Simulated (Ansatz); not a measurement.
Compare A (`C[SiH2][Al]([F])[SiH3]`) with its isomer B (`F[SiH]([SiH3])[CH2][AlH2]`).

Calculated with Ansatz (gas phase, PBE0-D4/def2-TZVP geometries, no zero-point term in ΔE). CBS: MP2 limit from def2 TZ/QZ plus the TZ coupled-cluster correction, frozen cores. DFT in def2-TZVPP. B3LYP here is the variant with VWN-RPA as its local correlation; programs differ in this. Each species was taken in one conformer, which may not be the lowest.

A:

```xyz
13

C    -0.236   -0.992   -1.947
Si    0.475   -1.673   -0.342
Al    0.449   -0.008    1.466
F     1.095   -0.459    2.925
Si   -0.416    2.293    1.344
H     0.342   -0.134   -2.298
H    -1.269   -0.666   -1.810
H    -0.221   -1.753   -2.730
H     1.875   -2.141   -0.571
H    -0.308   -2.873    0.082
H    -1.513    2.390    0.338
H    -0.938    2.795    2.646
H     0.665    3.222    0.898
```

B:

Z-matrix (Å, degrees):
```
Si
Si 1 2.348
C 1 1.832 2 100.4
F 1 1.606 2 111.2 3 123.8
H 1 1.485 2 109.7 3 -117.9
H 2 1.532 1 100.7 3 30.9
H 2 1.486 1 115.0 3 -79.6
H 2 1.484 1 120.2 3 144.8
Al 3 1.991 1 104.8 2 -38.5
H 3 1.095 1 111.1 2 76.8
H 3 1.094 1 112.8 2 -160.6
H 9 1.589 3 118.1 1 -63.3
H 9 1.586 3 118.7 1 130.1
```

Problem. Which isomer does CCSD(T)/CBS put lower? Give the gap. (Best estimate.)

Solution. Computed: A, by 11.4 kcal/mol.

Problem. Give E(B) − E(A) in kcal/mol with ωB97M-V, B3LYP, r2SCAN-D4, PBE0-D4, HF/def2-TZVPP, B3LYP-D4, CCSD(T)/def2-TZVPP. (Best estimate.)

Solution. Computed: ωB97M-V 8.3, B3LYP 14.8, r2SCAN-D4 10.7, PBE0-D4 12.1, HF/def2-TZVPP 14.1, B3LYP-D4 12.1, CCSD(T)/def2-TZVPP 12.0. None reverses the order clearly.

Largest T1 diagnostic: 0.013.

From PBE to PBE0 (25 % exact exchange), in def2-TZVPP and without D4, E(B) − E(A) moves by −1.1 kcal/mol. The D4 term adds −2.7 kcal/mol with B3LYP and −1.3 kcal/mol with PBE0; it sums over pairs of atoms, weighted by their polarisabilities, and B3LYP, whose exchange is more repulsive, gets the larger term.
